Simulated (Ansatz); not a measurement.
Molecule: sum formula ZrH3F (charge 0, singlet). SMILES: [F][ZrH3]
Geometry: optimised at B3LYP-D3(BJ)/def2-TZVP (Ansatz, a first-principles code).

Quantity: vertical triplet-singlet gap (E(triplet) - E(singlet); each state is the SCF solution reached for its spin; the molecule has degenerate orbitals, so one determinant may break the symmetry), in kcal/mol. Correlated levels leave the core frozen unless marked. UHF or UKS for open shells. No spin-orbit coupling. Frozen are the shells of the preceding noble gas and the d and f shells that filled before the atom's block. In def2 rows, elements after Kr have scalar-relativistic effective core potentials. CBS(X,Y): correlation extrapolated as X^-3; Hartree-Fock from the larger set. [CCSD(T)-MP2]/basis is that difference in the basis named.

| level | program | vertical triplet-singlet gap (kcal/mol) | minus last row |
|---|---|---|---|
| HF/def2-QZVPPD | Ansatz | 82.7 | -13.8 |
| SVWN5/def2-TZVPD | Ansatz | 81.7 | -14.8 |
| CAM-B3LYP/def2-TZVPD | Ansatz | 92.2 | -4.3 |
| MP2/def2-SVPD | Ansatz | 94.0 | -2.5 |
| SCS-MP2/def2-SVPD | Ansatz | 98.6 | 2.1 |
| CCSD/def2-TZVPPD | Ansatz | 95.6 | -0.9 |
| RI-MP2/CBS(def2-TZVPPD,def2-QZVPPD)+[CCSD(T)-MP2]/def2-TZVPPD | Ansatz | 96.5 | 0.0 |
